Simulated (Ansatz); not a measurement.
Ansatz (a program for electronic structure) input (B3LYP/LANL2DZ): The .json file is the Basis Set Exchange's LANL2DZ.

Ansatz 0.2 input:
```yaml
crystal:
  periodic: [false, false, false]
  atoms:
    - {symbol: Si, position_ang: [-2.63828400, 0.04699600, 0.10432200]}
    - {symbol: C, position_ang: [-0.81692000, 0.88343600, 0.12265900]}
    - {symbol: Si, position_ang: [0.38070000, -0.48521800, 0.00897700]}
    - {symbol: Cl, position_ang: [2.47104000, 0.13331100, -0.12376600]}
    - {symbol: H, position_ang: [-2.52436900, -0.52791000, -1.31643900]}
    - {symbol: H, position_ang: [-2.21973000, -1.27947900, 0.77221800]}
    - {symbol: H, position_ang: [-0.73880700, 1.56994600, -0.72284900]}
    - {symbol: H, position_ang: [-0.67623500, 1.46030600, 1.03906000]}
    - {symbol: H, position_ang: [0.24365900, -1.31466900, -1.20548800]}
    - {symbol: H, position_ang: [0.41549800, -1.33998600, 1.21537400]}
basis:
  gaussian:
    orbitals: LANL2DZ.json
hamiltonian:
  xc: {name: B3LYP}
total_charge: -1
relax: {f_tol: 0.003, max_steps: 120}
```

From the output:

```
reference -1754.32819849 eV, -64.4703721680 hartree; 14, 14 occupied and 31, 31 virtual orbitals, 655 factors
relax step   8: F+E_penalty+E_count = -1754.32793619 eV  Δ(F+E_penalty+E_count) = -9.598e-4 eV  max|allowed force component| = 8.735e-2 eV/Å  Δτ_max = 0.0967 Å  (25 SCF iters, accepted)
these checks for a lower state are left out or cut short: starts, cluster_reference, orbital_swaps, neighbouring_geometries, increment
integrals: 0.01 GiB planned
655 factors; integrals over basis functions are off by at most 2.9e-4 eV
mean field: 0.13 GiB planned
mean field evaluation 64: about -1754.3374 eV, gradient 3.1e-1 eV
mean field -1754.32823839 eV, -64.4703736346 hartree, gradient 9.5e-6 eV, S^2 0.000000; 0 other end points of the search recorded, 0 dependent functions left out
the calculation of the forces begins
reference -1754.32850046 eV, -64.4703832655 hartree; 14, 14 occupied and 31, 31 virtual orbitals, 655 factors
relax step   9: F+E_penalty+E_count = -1754.32823839 eV  Δ(F+E_penalty+E_count) = -3.022e-4 eV  max|allowed force component| = 4.367e-2 eV/Å  Δτ_max = 0.0116 Å  (20 SCF iters, accepted)
these checks for a lower state are left out or cut short: starts, cluster_reference, orbital_swaps, neighbouring_geometries, increment
integrals: 0.01 GiB planned
655 factors; integrals over basis functions are off by at most 2.9e-4 eV
mean field: 0.13 GiB planned
mean field -1754.32830668 eV, -64.4703761440 hartree, gradient 1.7e-5 eV, S^2 0.000000; 0 other end points of the search recorded, 0 dependent functions left out
the calculation of the forces begins
reference -1754.32856803 eV, -64.4703857486 hartree; 14, 14 occupied and 31, 31 virtual orbitals, 655 factors
relax step  10: F+E_penalty+E_count = -1754.32830668 eV  Δ(F+E_penalty+E_count) = -6.828e-5 eV  max|allowed force component| = 3.258e-2 eV/Å  Δτ_max = 0.0277 Å  (26 SCF iters, accepted)
these checks for a lower state are left out or cut short: starts, cluster_reference, orbital_swaps, neighbouring_geometries, increment
integrals: 0.01 GiB planned
655 factors; integrals over basis functions are off by at most 2.9e-4 eV
mean field: 0.13 GiB planned
mean field -1754.32850544 eV, -64.4703834485 hartree, gradient 1.5e-5 eV, S^2 0.000000; 0 other end points of the search recorded, 0 dependent functions left out
the calculation of the forces begins
reference -1754.32876631 eV, -64.4703930353 hartree; 14, 14 occupied and 31, 31 virtual orbitals, 655 factors
relax step  11: F+E_penalty+E_count = -1754.32850544 eV  Δ(F+E_penalty+E_count) = -1.988e-4 eV  max|allowed force component| = 1.146e-2 eV/Å  Δτ_max = 0.0150 Å  (21 SCF iters, accepted)
these checks for a lower state are left out or cut short: starts, cluster_reference, orbital_swaps, neighbouring_geometries, increment
integrals: 0.01 GiB planned
655 factors; integrals over basis functions are off by at most 2.9e-4 eV
mean field: 0.13 GiB planned
mean field -1754.32851689 eV, -64.4703838692 hartree, gradient 2.2e-5 eV, S^2 0.000000; 0 other end points of the search recorded, 0 dependent functions left out
the calculation of the forces begins
reference -1754.32877755 eV, -64.4703934481 hartree; 14, 14 occupied and 31, 31 virtual orbitals, 655 factors
relax step  12: F+E_penalty+E_count = -1754.32851689 eV  Δ(F+E_penalty+E_count) = -1.145e-5 eV  max|allowed force component| = 8.775e-3 eV/Å  Δτ_max = 0.0105 Å  (20 SCF iters, accepted)
these checks for a lower state are left out or cut short: starts, cluster_reference, orbital_swaps, neighbouring_geometries, increment
integrals: 0.01 GiB planned
655 factors; integrals over basis functions are off by at most 2.9e-4 eV
mean field: 0.13 GiB planned
mean field -1754.32853178 eV, -64.4703844164 hartree, gradient 2.8e-5 eV, S^2 0.000000; 0 other end points of the search recorded, 0 dependent functions left out
the calculation of the forces begins
reference -1754.32879238 eV, -64.4703939932 hartree; 14, 14 occupied and 31, 31 virtual orbitals, 655 factors
relax step  13: F+E_penalty+E_count = -1754.32853178 eV  Δ(F+E_penalty+E_count) = -1.489e-5 eV  max|allowed force component| = 3.843e-3 eV/Å  Δτ_max = 0.0026 Å  (17 SCF iters, accepted)
these checks for a lower state are left out or cut short: starts, cluster_reference, orbital_swaps, neighbouring_geometries, increment
integrals: 0.01 GiB planned
655 factors; integrals over basis functions are off by at most 2.9e-4 eV
mean field: 0.13 GiB planned
mean field evaluation 96: about -1754.3285 eV, gradient 2.6e-5 eV
mean field -1754.32853514 eV, -64.4703845400 hartree, gradient 2.6e-5 eV, S^2 0.000000; 0 other end points of the search recorded, 0 dependent functions left out
the calculation of the forces begins
reference -1754.32879570 eV, -64.4703941152 hartree; 14, 14 occupied and 31, 31 virtual orbitals, 655 factors
relax step  14: F+E_penalty+E_count = -1754.32853514 eV  Δ(F+E_penalty+E_count) = -3.362e-6 eV  max|allowed force component| = 2.034e-3 eV/Å  Δτ_max = 0.0017 Å  (18 SCF iters, accepted)
integrals: 0.01 GiB planned
655 factors; integrals over basis functions are off by at most 2.9e-4 eV
mean field: 0.13 GiB planned
mean field -1754.32853514 eV, -64.4703845400 hartree, gradient 2.6e-5 eV, S^2 0.000000; 1 other end points of the search recorded, 0 dependent functions left out
the calculation of the forces begins
reference -1754.32879570 eV, -64.4703941152 hartree; 14, 14 occupied and 31, 31 virtual orbitals, 655 factors
Total energy: -1754.32879570 eV, -64.4703941152 hartree
Atom 0 at    -2.676099     0.073144     0.028570 Å, force     0.000220    -0.000548    -0.000061 eV/Å
Atom 1 at    -0.829917     0.890583     0.105631 Å, force     0.002034    -0.000948    -0.000280 eV/Å
Atom 2 at     0.399858    -0.479396    -0.065589 Å, force    -0.000954     0.000266    -0.000070 eV/Å
Atom 3 at     2.663623     0.118508    -0.018877 Å, force     0.000093     0.000066    -0.000025 eV/Å
Atom 4 at    -2.451060    -0.802033    -1.223623 Å, force    -0.000069    -0.000088    -0.000093 eV/Å
Atom 5 at    -2.426540    -1.070933     1.035325 Å, force    -0.000340     0.000005     0.000213 eV/Å
Atom 6 at    -0.750985     1.628864    -0.701777 Å, force    -0.000275     0.000449     0.000134 eV/Å
Atom 7 at    -0.733554     1.424415     1.059001 Å, force    -0.000289     0.000248    -0.000009 eV/Å
Atom 8 at     0.338430    -1.178029    -1.372055 Å, force    -0.000214     0.000360     0.000296 eV/Å
Atom 9 at     0.362797    -1.458390     1.047463 Å, force    -0.000207     0.000190    -0.000105 eV/Å
Dipole moment:     0.842370    -0.061492    -0.015562 e Å
```

The dipole moment of an ion depends on the origin.

The geometry given is a B3LYP-D3(BJ)/def2-TZVP minimum.
